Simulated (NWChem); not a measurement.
System: HfNH2SF; SMILES [NH2][Hf]([F])=[S]

Input file for NWChem:

```
start job
memory heap 200 mb stack 900 mb global 1100 mb
geometry units angstroms noautoz
  Hf    -0.065907     0.171290     0.380655
  S      0.629669    -1.876028    -0.160196
  F     -1.774558     0.678270    -0.349542
  N      1.413839     1.454209    -0.094368
  H      1.283101     2.440801    -0.316655
  H      2.350049     1.182317    -0.388665
end
basis spherical
  Hf library def2-svp
  S library def2-svp
  F library def2-svp
  N library def2-svp
  H library def2-svp
end
ecp
  Hf library def2-ecp
end
dft
  xc mn15
  iterations 150
  mulliken
end
task dft energy
```

Coordinates come from a PBE0/def2-SVP optimisation. def2 effective core potentials on Hf; no spin-orbit coupling.

Q: Predict the main results of this run. (MN15/def2-SVP with def2 effective core potentials on Hf.) Quantities: energy (Ha); highest occupied level (eV); orbital gap (eV); dipole (D).

A: The energy (Ha) comes out as -601.55, the highest occupied level (eV) comes out as -7.22 and the orbital gap (eV) is 4.98. The dipole (D) is 5.86.
